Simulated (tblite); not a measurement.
A geometry optimisation, step by step.

Compound: C₅H₁₀BP.
Bonds: B1–P2, P2–C3, C3–C4, C4–C5 (triple), P2–C6, C6–C7, P2–C7. Hydrogens: H8, H9, H10 on B1; H11, H12 on C3; H13 on C5; H14, H15 on C6; H16, H17 on C7.
Bond orders are those of one Lewis drawing.

Computed with GFN2-xTB (tblite), gas phase: L-BFGS steps from a force-field or distance-geometry start until the largest atomic force falls under 0.01 eV/Å. 7 of its 156 geometries are shown.

Step 0: E = -528.5556 eV, largest atomic force 2.592 eV/Å
```
atom  x, y, z in Å  |  force x, y, z in eV/Å
B1     -1.686    0.894   -0.238   -1.285   1.109   0.062
P2     -0.222   -0.221    0.134   -1.444  -0.336  -0.170
C3      1.468    0.354   -0.237    0.991   0.236  -0.095
C4      1.699    1.645    0.419    0.074   0.171   0.229
C5      1.897    2.690    0.985   -0.089  -0.457  -0.249
C6     -0.483   -1.812   -0.770    0.395   0.291  -2.152
C7     -0.459   -1.974    0.667    0.519  -0.311   2.520
H8     -1.562    1.933    0.348    0.185  -0.144   0.039
H9     -1.737    1.101   -1.408    0.322  -0.130  -0.178
H10    -2.704    0.362    0.118    0.343  -0.252   0.084
H11     1.559    0.485   -1.339   -0.046  -0.080   0.516
H12     2.196   -0.391    0.116    0.084   0.196  -0.124
H13     2.067    3.619    1.470   -0.078  -0.413  -0.237
H14     0.434   -2.186   -1.287   -1.199   0.136  -0.024
H15    -1.488   -1.900   -1.223    1.019  -0.107  -0.178
H16    -1.453   -2.153    1.151    1.286   0.066  -0.098
H17     0.465   -2.434    1.084   -1.076   0.027   0.055
```

Step 26: E = -529.1155 eV, largest atomic force 0.074 eV/Å
```
atom  x, y, z in Å  |  force x, y, z in eV/Å
B1     -1.867    1.063   -0.260   -0.006  -0.006  -0.018
P2     -0.365   -0.174   -0.070   -0.010   0.036   0.058
C3      1.442    0.274   -0.229    0.035   0.039   0.005
C4      1.711    1.520    0.451   -0.066   0.008  -0.002
C5      1.891    2.574    0.989    0.005   0.006   0.014
C6     -0.421   -1.832   -0.817    0.004  -0.018  -0.008
C7     -0.339   -1.833    0.706    0.005   0.000  -0.059
H8     -1.627    1.978    0.453   -0.010  -0.005   0.025
H9     -1.852    1.335   -1.417    0.019   0.026   0.004
H10    -2.797    0.400    0.069   -0.001  -0.011   0.009
H11     1.672    0.398   -1.292   -0.025  -0.009  -0.045
H12     2.055   -0.533    0.180    0.034   0.010   0.010
H13     2.058    3.498    1.459    0.016  -0.053  -0.001
H14     0.437   -2.187   -1.371    0.026  -0.058   0.016
H15    -1.364   -2.127   -1.255   -0.010  -0.044   0.010
H16    -1.221   -2.157    1.244    0.007   0.070  -0.022
H17     0.582   -2.185    1.152   -0.022   0.011   0.004
```

Step 52: E = -529.1409 eV, largest atomic force 0.078 eV/Å
```
atom  x, y, z in Å  |  force x, y, z in eV/Å
B1     -1.884    1.064   -0.267    0.021  -0.028  -0.002
P2     -0.371   -0.177   -0.266   -0.042   0.022   0.062
C3      1.428    0.304   -0.365    0.022   0.026   0.012
C4      1.677    1.497    0.411    0.019   0.019  -0.015
C5      1.903    2.496    1.032   -0.026  -0.029   0.018
C6     -0.364   -1.930   -0.780   -0.018   0.011   0.018
C7     -0.366   -1.709    0.729    0.004   0.004  -0.024
H8     -1.652    1.779    0.654   -0.007   0.007  -0.016
H9     -1.866    1.613   -1.320    0.018  -0.036   0.034
H10    -2.808    0.334   -0.101    0.000   0.006  -0.025
H11     1.667    0.504   -1.415   -0.001  -0.009   0.001
H12     2.046   -0.521    0.000    0.025  -0.002  -0.025
H13     2.091    3.367    1.587   -0.010  -0.038  -0.020
H14     0.530   -2.351   -1.221   -0.005   0.012  -0.004
H15    -1.276   -2.313   -1.216   -0.003  -0.011  -0.010
H16    -1.283   -1.948    1.252    0.005   0.010  -0.002
H17     0.522   -1.998    1.276   -0.004   0.035  -0.002
```

Step 78: E = -529.1478 eV, largest atomic force 0.049 eV/Å
```
atom  x, y, z in Å  |  force x, y, z in eV/Å
B1     -1.887    1.060   -0.297    0.000  -0.011  -0.009
P2     -0.365   -0.162   -0.253    0.012   0.012  -0.014
C3      1.431    0.311   -0.424    0.028   0.020  -0.007
C4      1.706    1.470    0.394   -0.044  -0.009   0.020
C5      1.885    2.430    1.086    0.014  -0.005  -0.004
C6     -0.372   -1.922   -0.737    0.000  -0.015   0.016
C7     -0.337   -1.672    0.766   -0.021  -0.017   0.010
H8     -1.733    1.751    0.655    0.003   0.017   0.014
H9     -1.807    1.642   -1.328    0.024  -0.006  -0.022
H10    -2.811    0.317   -0.226   -0.012  -0.019   0.012
H11     1.614    0.551   -1.476    0.000   0.038  -0.019
H12     2.068   -0.529   -0.135    0.006   0.002   0.026
H13     2.062    3.275    1.682    0.008  -0.028  -0.016
H14     0.515   -2.349   -1.186   -0.012   0.008  -0.023
H15    -1.291   -2.319   -1.147    0.003   0.001   0.005
H16    -1.244   -1.890    1.313   -0.020  -0.019   0.021
H17     0.559   -1.953    1.303    0.009   0.032  -0.012
```

Step 103: E = -529.1552 eV, largest atomic force 0.058 eV/Å
```
atom  x, y, z in Å  |  force x, y, z in eV/Å
B1     -1.911    1.048   -0.396    0.025   0.013  -0.027
P2     -0.391   -0.159   -0.246   -0.021   0.003   0.043
C3      1.378    0.368   -0.485   -0.006  -0.010  -0.009
C4      1.692    1.433    0.441    0.008  -0.021  -0.054
C5      1.935    2.315    1.212    0.010   0.003  -0.004
C6     -0.384   -1.934   -0.671    0.014   0.021  -0.007
C7     -0.278   -1.635    0.821   -0.012   0.009   0.014
H8     -1.790    1.802    0.515   -0.019  -0.004  -0.031
H9     -1.767    1.555   -1.464   -0.027   0.001   0.033
H10    -2.844    0.316   -0.323   -0.007   0.008   0.021
H11     1.475    0.728   -1.514    0.018   0.054   0.007
H12     2.048   -0.483   -0.340    0.018  -0.007   0.031
H13     2.163    3.096    1.875   -0.011  -0.028   0.000
H14     0.483   -2.352   -1.164   -0.001  -0.040   0.008
H15    -1.320   -2.355   -1.011    0.030  -0.001  -0.022
H16    -1.148   -1.865    1.419   -0.027  -0.013   0.026
H17     0.653   -1.865    1.322    0.007   0.014  -0.030
```

Step 129: E = -529.1636 eV, largest atomic force 0.079 eV/Å
```
atom  x, y, z in Å  |  force x, y, z in eV/Å
B1     -2.009    1.004   -0.580   -0.002   0.020   0.000
P2     -0.445   -0.124   -0.328    0.026  -0.015  -0.016
C3      1.284    0.495   -0.635    0.021   0.005  -0.005
C4      1.710    1.301    0.485   -0.011  -0.050  -0.060
C5      2.050    1.937    1.440    0.009   0.036   0.018
C6     -0.318   -1.935   -0.535    0.001   0.005  -0.003
C7     -0.211   -1.446    0.905    0.002  -0.009  -0.001
H8     -1.846    1.891    0.195   -0.030   0.004  -0.015
H9     -1.942    1.345   -1.718   -0.010  -0.008   0.017
H10    -2.924    0.288   -0.334    0.010   0.003   0.011
H11     1.262    1.106   -1.544   -0.001  -0.019   0.026
H12     1.967   -0.347   -0.779    0.000   0.018  -0.002
H13     2.358    2.520    2.255    0.007   0.010   0.033
H14     0.572   -2.358   -0.981   -0.014  -0.013  -0.021
H15    -1.224   -2.458   -0.807    0.006  -0.002   0.000
H16    -1.042   -1.669    1.560   -0.015   0.004   0.003
H17     0.751   -1.539    1.390    0.001   0.011   0.015
```

Step 155: E = -529.1661 eV, largest atomic force 0.009 eV/Å
```
atom  x, y, z in Å  |  force x, y, z in eV/Å
B1     -2.015    0.993   -0.560    0.001  -0.001  -0.004
P2     -0.423   -0.109   -0.333   -0.002   0.004  -0.004
C3      1.322    0.483   -0.620   -0.004   0.003   0.003
C4      1.732    1.309    0.492   -0.002  -0.007  -0.006
C5      2.052    1.971    1.436    0.004   0.005   0.003
C6     -0.329   -1.919   -0.561   -0.003   0.001   0.003
C7     -0.224   -1.450    0.886    0.001   0.001   0.002
H8     -1.853    1.912    0.174    0.002  -0.004   0.001
H9     -2.013    1.293   -1.710   -0.001  -0.001   0.001
H10    -2.893    0.256   -0.246   -0.001  -0.001   0.000
H11     1.325    1.075   -1.541    0.000  -0.001   0.000
H12     1.997   -0.368   -0.732    0.004  -0.002   0.000
H13     2.347    2.565    2.249   -0.001   0.000   0.001
H14     0.551   -2.359   -1.011   -0.006   0.005   0.001
H15    -1.247   -2.417   -0.843    0.005   0.000  -0.004
H16    -1.068   -1.659    1.528   -0.001  -0.001   0.003
H17     0.731   -1.564    1.382    0.002  -0.002   0.001
```

**Question.** Summarise the path.

**Answer.** The energy falls by 58.91 kJ/mol from step 0 to step 155; nine tenths of that is first reached at step 21. It falls at every step. The largest force goes from 2.592 to 0.009 eV/Å. Among the bonds C6–C7 changes most, from 1.446 to 1.524 Å; the atoms move by 0.666 Å rms after alignment.

**Question.** Follow the three bonds and two angles with the largest change from start to end.

**Answer.** 
```tsv
step	E above end (kJ/mol)	largest force (eV/Å)	C6–C7 (Å)	B1–P2 (Å)	P2–C3 (Å)	B1–P2–C6 (°)	C3–P2–C7 (°)
0	58.91	2.592	1.446	1.878	1.823	107.7	118.5
7	14.63	0.192	1.521	1.942	1.869	112.0	112.9
13	10.59	0.266	1.519	1.948	1.871	115.0	110.2
20	5.94	0.147	1.522	1.961	1.870	118.7	105.0
27	4.81	0.067	1.524	1.954	1.869	120.9	104.0
34	4.23	0.094	1.525	1.956	1.864	122.3	103.5
40	3.68	0.125	1.521	1.955	1.871	124.0	104.0
47	2.90	0.112	1.526	1.944	1.869	124.9	104.8
54	2.34	0.045	1.524	1.952	1.866	127.1	104.3
61	2.19	0.038	1.524	1.950	1.866	127.2	104.4
67	2.02	0.037	1.525	1.950	1.866	127.0	104.4
74	1.90	0.044	1.524	1.952	1.866	126.7	104.5
81	1.61	0.047	1.523	1.952	1.866	125.8	104.1
88	1.44	0.020	1.525	1.949	1.865	125.7	104.2
94	1.37	0.051	1.525	1.947	1.863	125.8	104.1
101	1.18	0.055	1.525	1.945	1.862	125.9	104.1
108	0.77	0.036	1.525	1.949	1.862	126.9	104.1
115	0.63	0.031	1.525	1.949	1.862	127.3	104.3
121	0.49	0.040	1.525	1.949	1.861	128.0	104.2
128	0.26	0.067	1.524	1.947	1.861	128.0	103.7
135	0.12	0.038	1.524	1.949	1.864	127.6	103.5
142	0.07	0.022	1.524	1.948	1.864	127.0	103.7
148	0.03	0.023	1.524	1.949	1.864	126.4	103.7
155	0.00	0.009	1.524	1.949	1.865	126.0	103.6
```

The cost below is that of the whole relaxation. The run took 1.1 s on one thread, Arm Neoverse V1 (aarch64), no GPU, shared host with 32 logical CPUs at a one-minute load of 21.
